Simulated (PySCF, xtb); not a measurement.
3-fluorothiophene (C4H3FS), SMILES Fc1ccsc1.

Harmonic wavenumbers (cm⁻¹) from xtb with GFN2-xTB at its own minimum, in rising order: 262, 364, 408, 520, 572, 640, 732, 756, 829, 830, 876, 961, 1066, 1111, 1176, 1392, 1457, 1571, 3152, 3174, 3184.

Task: What does PBE-D3(BJ)/def2-SVP run with PySCF give at its own minimum? (The exact figures need the calculation; the answer reports its results.)

Result: 270, 392, 455, 534, 604, 625, 651, 742, 822, 840, 858, 948, 1034, 1129, 1206, 1417, 1445, 1568, 3166, 3194, 3207. Paired by order, the mean absolute difference is 22 cm⁻¹ and the zero-point energies are 35.8 and 35.9 kcal/mol.
